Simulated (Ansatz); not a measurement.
C3H6InNO, SMILES `[CH3][In]([CH3])[N]=C=O` at its PBE0-D4/def2-TZVP geometry, where that method's forces vanish. The species carries charge 0 and has multiplicity 1. In: def2 effective core potential.

```json
{"atom": "C1", "x (Å)": "1.9615", "y (Å)": "-0.6561", "z (Å)": "-0.1413"}
{"atom": "In2", "x (Å)": "0.0368", "y (Å)": "0.1966", "z (Å)": "0.2095"}
{"atom": "C3", "x (Å)": "-0.9448", "y (Å)": "1.6387", "z (Å)": "1.4308"}
{"atom": "N4", "x (Å)": "-1.3688", "y (Å)": "-0.6555", "z (Å)": "-1.0531"}
{"atom": "C5", "x (Å)": "-1.4878", "y (Å)": "-1.4680", "z (Å)": "-1.9261"}
{"atom": "O6", "x (Å)": "-1.6572", "y (Å)": "-2.2522", "z (Å)": "-2.7834"}
{"atom": "H7", "x (Å)": "2.7228", "y (Å)": "-0.2346", "z (Å)": "0.5138"}
{"atom": "H8", "x (Å)": "2.2402", "y (Å)": "-0.4798", "z (Å)": "-1.1814"}
{"atom": "H9", "x (Å)": "1.9025", "y (Å)": "-1.7340", "z (Å)": "0.0171"}
{"atom": "H10", "x (Å)": "-0.2419", "y (Å)": "2.2505", "z (Å)": "1.9943"}
{"atom": "H11", "x (Å)": "-1.6050", "y (Å)": "1.1182", "z (Å)": "2.1268"}
{"atom": "H12", "x (Å)": "-1.5583", "y (Å)": "2.2762", "z (Å)": "0.7929"}
```

(1) For each bond, give half the difference of the two atoms' forces along it (eV/Å; positive pushes the atoms apart) under PBE-D4, r2SCAN-D4, B3LYP-D4, ωB97M-V in def2-TZVPP. (An estimate is asked.)

Answers

(1) Ansatz gave: 
| bond | length (Å) | PBE-D4 | r2SCAN-D4 | B3LYP-D4 | ωB97M-V |
| --- | --- | --- | --- | --- | --- |
| C1–In2 | 2.134 | 0.01 | 0.03 | 0.14 | -0.01 |
| C1–H7 | 1.089 | 0.10 | -0.02 | -0.08 | -0.05 |
| C1–H8 | 1.091 | 0.09 | -0.03 | -0.09 | -0.03 |
| C1–H9 | 1.091 | 0.09 | -0.03 | -0.09 | -0.03 |
| In2–C3 | 2.130 | 0.00 | 0.03 | 0.14 | -0.01 |
| In2–N4 | 2.073 | -0.30 | -0.11 | 0.11 | 0.01 |
| C3–H10 | 1.089 | 0.10 | -0.02 | -0.08 | -0.05 |
| C3–H11 | 1.091 | 0.09 | -0.03 | -0.08 | -0.04 |
| C3–H12 | 1.091 | 0.09 | -0.03 | -0.09 | -0.03 |
| N4–C5 | 1.199 | 0.51 | 0.23 | -0.11 | -0.06 |
| C5–O6 | 1.174 | 0.71 | 0.22 | 0.26 | 0.12 |

B3LYP here is the variant with VWN-RPA as its local correlation; programs differ in this.
